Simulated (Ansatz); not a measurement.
Cost and result for the atomization energy of C$_{2}$H$_{3}$BCl$_{2}$O (9 atoms, 9 bonds).

```xyz
9

Cl   -1.296   -1.314   -2.077
C    -0.470   -0.458   -0.893
Cl   -0.899   -1.183    1.907
B     0.188   -0.625    0.560
C     0.381    0.984    0.275
O    -0.182    0.759   -1.124
H     1.211   -1.258    0.443
H     1.371    1.419    0.149
H    -0.305    1.675    0.761
```

The species carries charge 0 and has multiplicity 1. The bonds changed during the relaxation, so this is another structure than the one it started from. Geometry: relaxed with PBE0-D4/def2-TZVP. Program: Ansatz. All runs use 4 threads of an Arm Neoverse V1 on a shared host. Times are those of one run each, without the atoms' runs, and a repeat can differ threefold. Electronic energies, without spin–orbit coupling; frozen cores. CCSD(T)/CBS adds CCSD(T) − MP2 in def2-TZVPP to the MP2 limit, and its time is that of the two runs behind it. T1 = 0.016. B3LYP takes the VWN-RPA correlation (the form of Gaussian; ORCA's B3LYP/G).

CCSD(T)/CBS is a level of theory with its own doubt, some kJ/mol a heavy atom from the limit and from the frozen cores, so smaller differences don't rank the functionals.

```csv
level,functions,wall time
LDA (SPW92)/def2-TZVPP,250,1.5 s
revPBE-D4/def2-TZVPP,250,2.4 s
CAM-B3LYP-D4/def2-TZVPP,250,4.3 s
PBE0-D4/def2-TZVPP,250,4.4 s
r2SCAN-D4/def2-TZVPP (with forces),250,5.5 s
CCSD(T)/def2-SVP,107,6 s
B3LYP-D4/def2-TZVPP (with forces),250,6.5 s
r2SCANh-D4/def2-TZVPP,250,7 s
B97M-V/def2-TZVPP,250,9 s
ωB97M-V/def2-TZVPP (with forces),250,13 s
MP2/def2-QZVPP,458,30 s
CCSD(T)/def2-TZVPP,250,3.3 min
CCSD(T)/CBS(def2),–,3.8 min
```

Question: What atomization energy does each give, and how far from CCSD(T)/CBS? (Estimate.)

Answer: Ansatz gave: 
```tsv
level	atomization (kcal/mol)	difference from CCSD(T)/CBS	per bond
LDA (SPW92)/def2-TZVPP	969.3	159.0	17.7
revPBE-D4/def2-TZVPP	827.2	16.9	1.9
CAM-B3LYP-D4/def2-TZVPP	814.3	4.0	0.4
PBE0-D4/def2-TZVPP	828.1	17.8	2.0
r2SCAN-D4/def2-TZVPP (with forces)	826.2	15.9	1.8
CCSD(T)/def2-SVP	770.6	-39.7	-4.4
B3LYP-D4/def2-TZVPP (with forces)	811.3	1.0	0.1
r2SCANh-D4/def2-TZVPP	817.7	7.4	0.8
B97M-V/def2-TZVPP	822.2	11.9	1.3
ωB97M-V/def2-TZVPP (with forces)	820.9	10.6	1.2
MP2/def2-QZVPP	830.8	20.5	2.3
CCSD(T)/def2-TZVPP	788.3	-22.0	-2.4
CCSD(T)/CBS(def2)	810.3	0.0	0.0
```

From r2SCAN to r2SCAN0 (25 % exact exchange), in def2-TZVPP and without D4, the atomization energy moves by −21.0 kcal/mol: exact exchange takes away binding that semilocal exchange gives to molecules. Leaving LDA and LC-ωPBE aside and taking each functional with its dispersion term where it has one, the values, not all of them listed here, spread over 76.7 kcal/mol, from BHLYP-D4 to PBE-D4. LDA lies +121.7 kcal/mol from PBE without D4, its usual overbinding. In def2-TZVPP, CCSD(T) changes the Hartree–Fock value by +220.7 kcal/mol (the triples alone add +19.7 kcal/mol) and MP2 by +250.4 kcal/mol; breaking electron pairs costs correlation energy, which Hartree–Fock lacks.
